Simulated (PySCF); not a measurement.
**Static response to an electric field**

Species: C6H9N.
SMILES with atom numbers: `[CH:1]1=[N:2][C@@H:3]1[CH:4]1[CH2:5][CH2:6][CH2:7]1` (hydrogens: H8 on C1; H9 on C3; H10 on C4; H11, H12 on C5; H13, H14 on C6; H15, H16 on C7)

Geometry (GFN2-xTB, Å), atoms numbered from 1 in this order:
```xyz
16
C6H9N angstrom
C      2.6400    0.4214    0.6448
N      2.2603    1.5773    0.3501
C      1.4378    0.4303   -0.1699
C      0.0776    0.1724    0.4167
C     -1.1128    0.8379   -0.3043
C     -1.8241   -0.5214   -0.3715
C     -0.5396   -1.2092    0.1139
H      3.3768   -0.1340    1.1729
H      1.5272    0.2308   -1.2344
H      0.0947    0.3998    1.4849
H     -0.8375    1.2293   -1.2812
H     -1.6234    1.6175    0.2552
H     -2.1772   -0.8234   -1.3551
H     -2.6457   -0.6084    0.3360
H     -0.6500   -1.8740    0.9679
H     -0.0115   -1.7374   -0.6782
```

Level: wB97X-D/def2-SVPD (PySCF), static field, nuclei fixed, core orbitals frozen in the response. The polarisability tensor in these axes (au):

```
x   81.03  3.91  7.45
y    3.91 69.22  0.06
z    7.45  0.06 61.74
```

Task: Diagonalise the tensor; give its mean and Δα, where Δα² is half the sum of the squared differences of the eigenvalues.

Result: Principal values 59.05, 68.47 and 84.48 au; mean 70.67 au = 10.47 Å³ = 11.65 × 10⁻⁴⁰ C²·m²/J; Δα = 22.27 au (32 % of the mean).

Task: What is the dipole moment, and where does it point?

Result: (-0.01, -2.25, 0.30) D, 2.27 D in size, pointing from the negative to the positive side. Measured along this direction, the outermost atoms are H12 and N2 at the negative end and H15 at the positive end.

Task: How large is μ²/3kT at 298 K beside α?

Result: In Gaussian units μ²/3kT = 41.61 Å³ against 10.47 Å³, a ratio of 3.97; the Debye molar polarisation (4π/3)N_A(α + μ²/3kT) is 131.4 cm³/mol, leaving out the vibrational part.

Task: What molar refraction does this α imply?

Result: Lorentz–Lorenz: R = (4π/3)N_A α = 2.5225 cm³/(mol·Å³) × 10.47 Å³ = 26.4 cm³/mol, in the limit of long wavelengths.

Task: What depolarisation ratio follows for Rayleigh scattering of linearly polarised light, taking the static tensor?

Result: ρ = 3Δα²/(45ᾱ² + 4Δα²) = 1487.7/(224710 + 1983.6) = 0.00656.

Task: Give the eigenvalues of the traceless quadrupole moment Θ = ½Σq(3rr − r²1), origin at the centre of nuclear charge.

Result: -11.59, 2.96, 8.63 D·Å. The values depend on the origin, since the dipole doesn't vanish. The electronic extent ⟨r²⟩ about the same centre is 822 bohr², a root-mean-square distance of 2.10 Å for the 52 electrons.

The structure is a single GFN2-xTB conformer in the gas phase; no vibrational or solvent corrections.
